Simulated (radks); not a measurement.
The numbers below are computed, except where a source is named.
Initial-state core-level shifts of neutral vanadium when its valence configuration changes from [Ar] 3d3 4s2. Level of theory: scalar-relativistic Kohn-Sham, PBE, spin-polarised, spherical densities, finite nucleus; open shells are filled with parallel spins first; Fermi nuclear charge, rms radius 3.6002 fm (a radial shooting solver on a logarithmic mesh with Libxc functionals). Shifts are changes of the shell-averaged eigenvalues in eV (positive: less bound); the change of the density at the nucleus, which sets a Mossbauer isomer shift, is in e/bohr^3, on a base of 9949.

valence              1s      2s      2p      3p  density at nucleus
3d2 4s2 4p1      -7.026  -7.919  -7.838  -6.575             +3.9372
3d4 4s1          +4.075  +4.627  +4.575  +4.051             -4.8048
3d3 4s1 4p1      -1.169  -1.171  -1.168  -1.135             -3.1593
3d3 4p2          -2.448  -2.376  -2.377  -2.406             -7.6333
3d3 4s1.5 4p0.5  -0.658  -0.655  -0.654  -0.637             -1.4832
3d5              +6.213  +7.173  +7.081  +6.305             -8.8343
3d2.5 4s2 4p0.5  -3.360  -3.763  -3.726  -3.193             +1.8400
